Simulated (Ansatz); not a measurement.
`B[Te]C` + `CC` → `CC[Te]C` + BH₃  (formal exchange of groups at a Te–B bond)

Calculated with Ansatz (gas phase, PBE0-D4/def2-TZVP geometries, no zero-point term in ΔE). CCSD(T)/CBS adds triple-zeta CCSD(T) − MP2 to the extrapolated MP2 energy (def2 sets, frozen cores). This one scheme is used for every species. DFT in def2-TZVPP. def2 core potentials past Kr. For Te outer-core shells are correlated without core-valence functions, which leaves a few kJ/mol of doubt a bond. Each species was taken in one conformer, which may not be the lowest.

```json
{"level": "r2SCAN-D4", "ΔE (kJ/mol)": "136.3"}
{"level": "r2SCAN0-D4", "ΔE (kJ/mol)": "133.5"}
{"level": "BLYP", "ΔE (kJ/mol)": "133.2"}
{"level": "PBE0", "ΔE (kJ/mol)": "137.1"}
{"level": "r2SCANh", "ΔE (kJ/mol)": "136.3"}
{"level": "r2SCAN0", "ΔE (kJ/mol)": "134.8"}
{"level": "CCSD(T)/def2-SVP", "ΔE (kJ/mol)": "137.7"}
{"level": "CCSD(T)/def2-TZVPP", "ΔE (kJ/mol)": "125.9"}
```

Q: What does CCSD(T)/CBS give? (Best estimate.)

A: The calculation gave: +122.7 kJ/mol. The listed levels differ from it by 13.6, 10.8, 10.5, 14.4, 13.6, 12.1, 15.0, 3.2 kJ/mol.

Q: What do rigid-rotor, harmonic-oscillator terms from PBE0-D4/def2-TZVP frequencies (298.15 K, 1 bar) make of the CCSD(T)/CBS value? (Best estimate.)

A: Ansatz gave: ΔZPE = -10.4 kJ/mol, ΔH = +115.1 kJ/mol, ΔS = 1 J/(mol·K), ΔG = +114.7 kJ/mol. Modes under 50 cm⁻¹ make the entropy rough.

Largest T1 diagnostic among the species: 0.015.

In def2-TZVPP, CCSD(T) changes the Hartree–Fock value by +12.4 kJ/mol (the triples alone add +2.8 kJ/mol) and MP2 by +9.6 kJ/mol. From PBE to PBE0 (25 % exact exchange), in def2-TZVPP and without D4, ΔE moves by −5.2 kJ/mol. Leaving LDA and LC-ωPBE aside and taking each functional with its dispersion term where it has one, the values, not all of them listed here, spread over 18.4 kJ/mol, from BHLYP-D4 to PBE-D4. LDA lies +7.4 kJ/mol from PBE without D4.
